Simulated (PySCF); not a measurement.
Does the drawn structure hold up?

C4H4F3O2. Drawn bonds (atoms numbered from 1): C1–C2, C2–C3, C3=O4, C2–O5, O5–C6, C6–F7, C6–F8, C6–F9, C1–H10, C1–H11, C2–H12, C3–H13. Doublet state.

Geometry after optimisation with GFN2-xTB (Å):

```
atom  x, y, z in Å
C1    -1.414    0.747    0.715
C2    -0.264    0.523   -0.150
C3    -1.363   -0.688    0.076
O4    -2.100   -1.008   -0.875
O5     0.974    0.330    0.464
C6     1.929   -0.224   -0.285
F7     1.645   -1.474   -0.666
F8     2.175    0.458   -1.412
F9     3.053   -0.264    0.411
H10   -1.242    0.775    1.779
H11   -2.207    1.372    0.334
H12   -0.239    0.895   -1.166
H13   -0.951   -1.441    0.758
```

Here a drawn bond counts as lost beyond 1.3 times the sum of covalent radii plus 0.1 Å; another pair counts as a new contact within 1.08 times that sum, or 1.2 times among H, C, N, O, F, S and Cl. Covalent radii used (Å): C 0.73, F 0.57, H 0.31, O 0.66.

Task: Which drawn bonds no longer describe this geometry, and which new contacts appear?

Result: No drawn bond is lost. New contacts: C1–C3 (1.57 Å; radii sum 1.46 Å). The tight-binding optimisation can itself be at fault, so a check at a higher level is due before the drawing is dismissed.

Task: How long is each drawn bond in this geometry?

Result: 
| drawn bond | length (Å) | over radii sum |
| --- | --- | --- |
| C1–C2 | 1.456 | 1.00 |
| C2–C3 | 1.650 | 1.13 |
| C3–O4 | 1.245 | 0.90 |
| C2–O5 | 1.395 | 1.00 |
| O5–C6 | 1.334 | 0.96 |
| C6–F7 | 1.338 | 1.03 |
| C6–F8 | 1.340 | 1.03 |
| C6–F9 | 1.323 | 1.02 |
| C1–H10 | 1.079 | 1.04 |
| C1–H11 | 1.079 | 1.04 |
| C2–H12 | 1.083 | 1.04 |
| C3–H13 | 1.097 | 1.05 |

These are computed values.
